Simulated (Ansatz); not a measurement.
One change: `C[N](C)[Ga]([NH2])[NH2]` becomes `C[N](C)[In]([NH2])[NH2]`.

Ansatz, PBE0-D4/def2-TZVP geometries, multiplicity 1. Each molecule was computed in one conformer, which needn't be the lowest.

Elements past krypton have def2 core potentials. Scalar relativity is left out up to krypton.

```json
{"property": "HOMO–LUMO gap (PBE/def2-TZVPP) / eV", "`C[N](C)[Ga]([NH2])[NH2]`": "3.90"}
{"property": "HOMO–LUMO gap (B3LYP/def2-TZVPP) / eV", "`C[N](C)[Ga]([NH2])[NH2]`": "5.52"}
{"property": "HOMO–LUMO gap (PBE0/def2-TZVPP) / eV", "`C[N](C)[Ga]([NH2])[NH2]`": "6.06"}
{"property": "LUMO energy (B3LYP/def2-TZVPP) / eV", "`C[N](C)[Ga]([NH2])[NH2]`": "-0.14"}
{"property": "HOMO energy (ωB97M-V/def2-TZVPP) / eV", "`C[N](C)[Ga]([NH2])[NH2]`": "-8.16"}
{"property": "zero-point energy (PBE0-D4/def2-TZVP) / kJ/mol", "`C[N](C)[Ga]([NH2])[NH2]`": "346.6"}
```

**Question.** What does the change do to each property? (Estimate.)

**Answer.** Computed: 
```csv
property,`C[N](C)[In]([NH2])[NH2]`,shift
HOMO–LUMO gap (PBE/def2-TZVPP) / eV,2.96,-0.94
HOMO–LUMO gap (B3LYP/def2-TZVPP) / eV,4.58,-0.94
HOMO–LUMO gap (PBE0/def2-TZVPP) / eV,5.10,-0.96
LUMO energy (B3LYP/def2-TZVPP) / eV,-0.97,-0.83
HOMO energy (ωB97M-V/def2-TZVPP) / eV,-8.04,0.12
zero-point energy (PBE0-D4/def2-TZVP) / kJ/mol,343.4,-3.2
```

With PBE0 the HOMO rises by 0.12 eV and the LUMO falls by 0.84 eV, so the gap narrows by about 0.96 eV. PBE moves the HOMO by 0.09 eV and ωB97M-V by 0.12 eV.

B3LYP here is the variant with VWN-RPA as its local correlation; programs differ in this.
